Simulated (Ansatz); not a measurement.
The cluster Li₄N⁺. The state is a singlet with charge 1. Geometry B3LYP-D4/def2-TZVP, basis def2-TZVP, Ansatz.

Cartesian coordinates in Å:
```
Li -0.762 -1.251 -1.010
Li 1.358 -0.712 0.902
Li 0.602 1.315 -1.037
Li -1.198 0.648 1.145
N 0.000 0.000 0.000
```

```json
{"run": "A", "HOMO (eV)": "-7.93", "LUMO (eV)": "-5.31"}
{"run": "B", "HOMO (eV)": "-8.54", "LUMO (eV)": "-5.01"}
{"run": "C", "HOMO (eV)": "-7.82", "LUMO (eV)": "-5.34"}
{"run": "D", "HOMO (eV)": "-8.93", "LUMO (eV)": "-4.69"}
{"run": "E", "HOMO (eV)": "-7.95", "LUMO (eV)": "-4.76"}
{"run": "F", "HOMO (eV)": "-8.97", "LUMO (eV)": "-4.36"}
```

HSE06 is defined as in plane-wave codes, on full-range PBE exchange. The structure comes from a short search, and lower isomers may exist.

Question: The runs used BLYP, HSE06, PBE, PBE0, r2SCAN, r2SCAN0. Estimate which is which.

Answer: A PBE (0 % exact exchange); B HSE06 (range-separated); C BLYP (0 % exact exchange); D PBE0 (25 % exact exchange); E r2SCAN (0 % exact exchange); F r2SCAN0 (25 % exact exchange). Exact exchange lowers occupied and raises empty levels; among semilocal functionals meta-GGAs tend to open the gap a little, and such runs are hard to tell apart. The gap grows from 2.48 eV (BLYP) to 4.61 eV (r2SCAN0).
